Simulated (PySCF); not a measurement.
C₃H₂N₃, SMILES [c]1ncncn1, multiplicity 2. Geometry optimised at PBE-D3(BJ)/def2-SVP. The isomer is the one that the SMILES or the coordinates give; other isomers of the formula were not compared.

Computed equilibrium geometry at PBE-D3(BJ)/def2-SVP (PySCF confirms it by a frequency run) as Cartesian coordinates in Å, and its point group:
point group C2v.
```xyz
8

C      0.0000     0.0000    -1.3261
N      0.0000    -1.1854    -0.7575
C      0.0000    -1.1330     0.5938
N      0.0000     0.0000     1.3069
C      0.0000     1.1330     0.5938
N      0.0000     1.1854    -0.7575
H      0.0000    -2.0918     1.1441
H      0.0000     2.0918     1.1441
```
Charge 0, spin multiplicity 2.
